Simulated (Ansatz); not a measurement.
Computed with Ansatz on PBE0-D4/def2-TZVP structures; ΔE is electronic, products minus reactants. CCSD(T)/CBS adds triple-zeta CCSD(T) − MP2 to the extrapolated MP2 energy (def2 sets, frozen cores). This one scheme is used for every species. Functionals use def2-TZVPP. B3LYP here is the variant with VWN-RPA as its local correlation; programs differ in this. HSE06 is defined as in plane-wave codes. For Ge outer-core shells are correlated without core-valence functions, which leaves a few kJ/mol of doubt a bond. Scalar relativity is left out up to krypton. Each species was taken in one conformer, which may not be the lowest.

Consider the ligand exchange at the Si–C bond: `C[SiH2][GeH3]` + H₂S → `S[SiH2][GeH3]` + CH₄.

`C[SiH2][GeH3]`:

```xyz
11

C    -0.941   -1.385    0.515
Si   -0.583    0.032   -0.660
Ge    1.330    1.267    0.033
H    -1.820   -1.944    0.187
H    -1.129   -1.014    1.524
H    -0.095   -2.075    0.558
H    -1.749    0.957   -0.724
H    -0.342   -0.486   -2.036
H     2.576    0.362    0.088
H     1.121    1.856    1.441
H     1.632    2.430   -0.927
```

H₂S:

```xyz
3

S     0.320   -0.188   -0.496
H    -0.181    0.994   -0.106
H    -0.139   -0.806    0.603
```

`S[SiH2][GeH3]`:

```xyz
9

S    -1.379    1.078   -1.708
Si   -0.441    0.966    0.216
Ge    0.594   -1.151    0.534
H    -0.267    0.761   -2.394
H     0.552    2.059    0.400
H    -1.554    1.167    1.178
H     1.348   -1.213    1.874
H     1.604   -1.398   -0.601
H    -0.458   -2.270    0.501
```

CH₄:

Z-matrix (Å, degrees):
```
C
H 1 1.090
H 1 1.090 2 109.5
H 1 1.090 2 109.5 3 -120.0
H 1 1.090 2 109.5 3 120.0
```

| level | ΔE (kcal/mol) | difference from CCSD(T)/CBS |
| --- | --- | --- |
| LDA (SPW92) | -14.6 | 0.5 |
| PBE-D4 | -15.8 | -0.7 |
| revPBE-D4 | -15.7 | -0.6 |
| BLYP-D4 | -15.6 | -0.5 |
| r2SCAN-D4 | -15.9 | -0.8 |
| B97M-V | -15.9 | -0.8 |
| B3LYP-D4 | -15.5 | -0.4 |
| r2SCANh-D4 | -15.8 | -0.7 |
| r2SCAN0-D4 | -15.8 | -0.7 |
| HSE06-D4 | -15.7 | -0.6 |
| BHLYP-D4 | -15.7 | -0.6 |
| CAM-B3LYP-D4 | -14.6 | 0.5 |
| ωB97X-V | -14.8 | 0.3 |
| ωB97M-V | -14.8 | 0.3 |
| B2PLYP | -15.3 | -0.2 |
| PBE-QIDH | -15.5 | -0.4 |
| revPBE | -15.7 | -0.6 |
| BLYP | -15.2 | -0.1 |
| r2SCAN | -15.9 | -0.8 |
| PBE0 | -15.5 | -0.4 |
| B3LYP | -15.1 | 0.0 |
| r2SCANh | -15.8 | -0.7 |
| HSE06 | -15.5 | -0.4 |
| BHLYP | -15.1 | 0.0 |
| CAM-B3LYP | -14.4 | 0.7 |
| LC-ωPBE | -14.5 | 0.6 |
| RPA@PBE/def2-TZVPP | -13.6 | 1.5 |
| HF/def2-SVP | -14.6 | 0.5 |
| MP2/def2-SVP | -14.7 | 0.4 |
| CCSD/def2-SVP | -13.8 | 1.3 |
| CCSD(T)/def2-SVP | -13.9 | 1.2 |
| HF/def2-TZVPP | -15.1 | 0.0 |
| MP2/def2-TZVPP | -15.5 | -0.4 |
| CCSD/def2-TZVPP | -14.1 | 1.0 |
| CCSD(T)/def2-TZVPP | -14.4 | 0.7 |
| HF/def2-QZVPP | -15.0 | 0.1 |
| MP2/def2-QZVPP | -15.9 | -0.8 |
| SCS-MP2/def2-QZVPP | -15.4 | -0.3 |
| HF/CBS(def2) | -15.0 | 0.1 |
| MP2/CBS(def2) | -16.2 | -1.1 |
| CCSD(T)/CBS | -15.1 | 0 |

Question: What do rigid-rotor, harmonic-oscillator terms from PBE0-D4/def2-TZVP frequencies (298.15 K, 1 bar) make of the CCSD(T)/CBS value? (An estimate is asked.)

Answer: The calculation gave: ΔZPE = +1.6 kcal/mol, ΔH = -13.5 kcal/mol, ΔS = -12 J/(mol·K), ΔG = -12.6 kcal/mol.

Largest T1 diagnostic among the species: 0.012.

Leaving LDA and LC-ωPBE aside and taking each functional with its dispersion term where it has one, the values spread over 1.3 kcal/mol, from r2SCAN-D4 to CAM-B3LYP-D4. LDA lies +1.0 kcal/mol from PBE without D4. At CCSD(T), def2-SVP lies +1.2 kcal/mol from the extrapolated value and def2-TZVPP +0.7 kcal/mol.
